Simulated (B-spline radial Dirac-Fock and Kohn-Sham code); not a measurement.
**Er²⁺ 2s: cross section and angular parameters**

System: the Er²⁺ ion, [Xe] 4f12; threshold 9731.6 eV (orbital energy of the model). Level of theory: Dirac-Hartree-Slater photoionisation with a Latter tail; cross sections with all multipoles, angular parameters from the dipole term and its interference with E2; a radial atomic solver.

For linearly polarised light dσ/dΩ = σ/(4π) [1 + β P₂(cos θ) + (δ + γ cos²θ) sin θ cos φ], with θ from the polarisation vector and φ the angle between the beam and the projection of the electron momentum on the plane normal to the polarisation.

```tsv
hν (eV)	σ (kb)	β	γ
10200	11.5	1.963	1.089
12000	8.64	1.966	0.158
12200	?	?	?
12700	7.80	1.967	0.027
13600	6.88	1.968	-0.068
15000	5.73	1.969	-0.117
```

Question: Give the values at 12200 eV.

Answer: σ = 8.39 kb, β = 1.967, γ = 0.114. For an s subshell δ is negligible.

Values without a named source are computed, but for edge energies of neutral atoms, which are taken from tables.
